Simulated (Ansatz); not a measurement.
Sr₂O₃⁻. Charge -1, multiplicity 2. Geometry PBE0-D4/def2-SVP, that of the neutral singlet.

```xyz
5

Sr   -0.1066   -0.2981    1.6206
Sr    0.6248   -0.0311   -1.5281
O    -0.6133    1.2563   -0.0358
O    -1.3621   -0.0023   -0.3168
O     1.4572   -0.9248    0.2601
```

In the def2 sets Sr takes a core potential; there is no spin–orbit coupling. The structure holds one bond between oxygen atoms, so isomers without such links may lie far lower. At PBE-D4/def2-TZVPD, r2SCAN-D4/def2-TZVPD, PBE0-D4/def2-TZVPD the highest occupied level of the charge -1 doublet lies above zero (up to 0.90 eV). By energy differences its removal costs 0.36 eV (vertical, to the charge 0 singlet, at PBE-D4/def2-TZVPD); a positive level beside a positive removal energy at the same level points to self-interaction error. At PBE-D4/def2-TZVPD, r2SCAN-D4/def2-TZVPD the gap within one spin of the charge -1 doublet nearly closes, so an electron or hole may be smeared out by delocalisation error. The structure comes from a short search, and lower isomers may exist.

Problem. Estimate the α-spin orbital energies around the gap (eV) in Ansatz with PBE-D4/def2-TZVPD, r2SCAN-D4/def2-TZVPD, PBE0-D4/def2-TZVPD.

Solution. 
| orbital | PBE-D4/def2-TZVPD | r2SCAN-D4/def2-TZVPD | PBE0-D4/def2-TZVPD |
| --- | --- | --- | --- |
| HOMO−5 | -0.81 | -0.94 | -2.02 |
| HOMO−4 | -0.75 | -0.83 | -1.91 |
| HOMO−3 | -0.62 | -0.71 | -1.77 |
| HOMO−2 | -0.36 | -0.52 | -1.74 |
| HOMO−1 | 0.03 | -0.11 | -1.29 |
| HOMO | 0.90 | 0.89 | 0.65 |
| LUMO | 1.03 | 1.01 | 1.22 |
| LUMO+1 | 2.08 | 2.17 | 2.45 |
| LUMO+2 | 2.27 | 2.35 | 2.67 |
| LUMO+3 | 2.45 | 2.57 | 2.82 |
| LUMO+4 | 2.53 | 2.64 | 2.89 |
| LUMO+5 | 2.79 | 3.04 | 3.30 |
| β HOMO | 0.04 | -0.11 | -1.29 |
| β LUMO | 1.48 | 1.40 | 1.95 |
